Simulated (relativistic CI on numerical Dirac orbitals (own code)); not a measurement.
Crystal-field levels of Mn²⁺, 3d5

Calculated by Dirac-Coulomb-Breit CI, KLI orbitals optimised for each configuration, model QED (radiative potential, 1s self-energy scaled to tabulated hydrogen-like ionisation energies), valence Slater integrals scaled by 0.7, one configuration in a parametric crystal field (own radial code).

Field parameters in Wybourne normalisation: D3d B²₀ = −7Dσ, B⁴₀ = −14Dq − 21Dτ, B⁴₃ = −14√(10/7) Dq. The field is a parameter set, without covalency.

S and J are read from ⟨S²⟩ = S(S + 1) and ⟨J²⟩ = J(J + 1) of each level; they are not fictitious spins.

D3d, 10Dq = 13100, Dσ = -1200, Dτ = -170 cm⁻¹, the lowest 10 levels:

| E (cm⁻¹) | Degeneracy | Irrep | S | J |
| --- | --- | --- | --- | --- |
| 0.0 | 2 | Γ4 | 2.50 | 2.50 |
| 0.2 | 2 | Γ5+Γ6 | 2.50 | 2.50 |
| 0.5 | 2 | Γ4 | 2.50 | 2.50 |
| 9775 | 2 | Γ4 | 0.82 | 4.41 |
| 10358 | 2 | Γ5+Γ6 | 1.50 | 3.67 |
| 10543 | 2 | Γ4 | 1.34 | 3.83 |
| 11249 | 2 | Γ4 | 1.46 | 3.91 |
| 11390 | 2 | Γ5+Γ6 | 1.49 | 3.68 |
| 11506 | 2 | Γ4 | 1.50 | 3.45 |
| 11631 | 2 | Γ4 | 1.48 | 3.29 |

Principal g values of the ground doublet: 2.00, 6.00, 6.00.

D3d, 10Dq = 13100, Dσ = 1200, Dτ = -170 cm⁻¹, the lowest 10 levels:

```csv
E (cm⁻¹),Degeneracy,Irrep,S,J
0.0,2,Γ4,2.50,2.50
0.1,2,Γ5+Γ6,2.50,2.50
0.4,2,Γ4,2.50,2.50
10784,2,Γ4,1.19,4.18
11026,2,Γ5+Γ6,1.41,3.83
11058,2,Γ4,1.42,3.81
11148,2,Γ4,1.50,3.60
11383,2,Γ4,1.38,3.47
11477,2,Γ5+Γ6,1.46,3.53
11821,2,Γ4,1.08,4.36
```

Principal g values of the ground doublet: 2.00, 6.00, 6.00.

D3d, 10Dq = 13100, Dσ = 980, Dτ = -170 cm⁻¹, the lowest 16 levels:

```tsv
E (cm⁻¹)	Degeneracy	Irrep	S	J
0.0	2	Γ4	2.50	2.50
0.2	2	Γ5+Γ6	2.50	2.50
0.5	2	Γ4	2.50	2.50
10937	2	Γ4	1.14	4.26
11227	2	Γ4	1.39	3.85
11232	2	Γ5+Γ6	1.42	3.87
11363	2	Γ4	1.50	3.59
11491	2	Γ4	1.47	3.25
11495	2	Γ5+Γ6	1.49	3.47
11896	2	Γ4	1.05	4.39
12191	2	Γ4	0.72	4.45
12261	2	Γ5+Γ6	0.67	4.47
15882	2	Γ4	1.50	3.46
15902	2	Γ4	1.50	3.73
15909	2	Γ5+Γ6	1.50	4.02
15911	2	Γ4	1.50	4.29
```

Principal g values of the ground doublet: 2.00, 6.00, 6.00.

D3d, 10Dq = 13100, Dσ = 760, Dτ = -170 cm⁻¹, the lowest 16 levels:

| E (cm⁻¹) | Degeneracy | Irrep | S | J |
| --- | --- | --- | --- | --- |
| 0.0 | 2 | Γ4 | 2.50 | 2.50 |
| 0.2 | 2 | Γ5+Γ6 | 2.50 | 2.50 |
| 0.5 | 2 | Γ4 | 2.50 | 2.50 |
| 11010 | 2 | Γ4 | 1.11 | 4.29 |
| 11364 | 2 | Γ5+Γ6 | 1.43 | 3.87 |
| 11364 | 2 | Γ4 | 1.38 | 3.86 |
| 11525 | 2 | Γ5+Γ6 | 1.49 | 3.47 |
| 11541 | 2 | Γ4 | 1.50 | 3.58 |
| 11594 | 2 | Γ4 | 1.50 | 3.20 |
| 11914 | 2 | Γ4 | 1.04 | 4.37 |
| 12357 | 2 | Γ4 | 0.74 | 4.49 |
| 12466 | 2 | Γ5+Γ6 | 0.65 | 4.48 |
| 16068 | 2 | Γ4 | 1.50 | 3.48 |
| 16086 | 2 | Γ4 | 1.50 | 3.74 |
| 16093 | 2 | Γ5+Γ6 | 1.50 | 4.02 |
| 16095 | 2 | Γ4 | 1.50 | 4.29 |

Principal g values of the ground doublet: 2.00, 6.00, 6.00.

D3d, 10Dq = 13100, Dσ = 550, Dτ = -170 cm⁻¹, the lowest 16 levels:

```tsv
E (cm⁻¹)	Degeneracy	Irrep	S	J
0.0	2	Γ4	2.50	2.50
0.2	2	Γ5+Γ6	2.50	2.50
0.5	2	Γ4	2.50	2.50
11015	2	Γ4	1.10	4.27
11376	2	Γ5+Γ6	1.47	3.73
11474	2	Γ4	1.39	3.88
11611	2	Γ5+Γ6	1.47	3.62
11654	2	Γ4	1.43	3.37
11678	2	Γ4	1.50	3.55
11925	2	Γ4	1.12	4.23
12506	2	Γ4	0.74	4.53
12642	2	Γ5+Γ6	0.63	4.50
16246	2	Γ4	1.50	3.49
16264	2	Γ4	1.50	3.77
16272	2	Γ5+Γ6	1.50	4.03
16274	2	Γ4	1.50	4.27
```

Principal g values of the ground doublet: 2.00, 6.00, 6.00.

The free-ion ground term has S = 5/2. Every field shown keeps that spin.

Levels of this model without a field, named by their leading LS term (the scale mimics covalency, so terms lie below those of the real free ion): 6S_5/2 0, 4G_11/2 21935, 4G_9/2 21966, 4G_7/2 21977, 4G_5/2 21978, 4P_5/2 25288, 4P_3/2 25335, 4P_1/2 25384 cm⁻¹.
